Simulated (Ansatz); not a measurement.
Calculated with Ansatz (gas phase, PBE0-D4/def2-TZVP geometries, no zero-point term in ΔE). CBS: MP2 limit from def2 TZ/QZ plus the TZ coupled-cluster correction, frozen cores. This one scheme is used for every species. DFT in def2-TZVPP. def2 core potentials past Kr. For Sn outer-core shells are correlated without core-valence functions, which leaves a few kJ/mol of doubt a bond. One conformer a species, not always the lowest.

Consider the formal hydrolysis of the Sn–P bond: `[PH2][SnH2][SH]` + H₂O → `[OH][SnH2][SH]` + PH₃.

```csv
level,ΔE (kJ/mol)
PBE-QIDH,19.6
CCSD(T)/def2-SVP,6.4
```

Q: What does CCSD(T)/CBS give? (An estimate is asked.)

A: Ansatz gave: +16.9 kJ/mol. The listed levels differ from it by 2.7, -10.5 kJ/mol.

Largest T1 diagnostic among the species: 0.013.

At CCSD(T), def2-SVP lies −10.4 kJ/mol from the extrapolated value and def2-TZVPP −4.0 kJ/mol. The D4 term adds +6.2 kJ/mol with B3LYP and +3.4 kJ/mol with PBE0; it sums over pairs of atoms, weighted by their polarisabilities, and B3LYP, whose exchange is more repulsive, gets the larger term. From BLYP to BHLYP (50 % exact exchange), in def2-TZVPP and without D4, ΔE moves by +4.6 kJ/mol.

B3LYP here is the variant with VWN-RPA as its local correlation; programs differ in this.
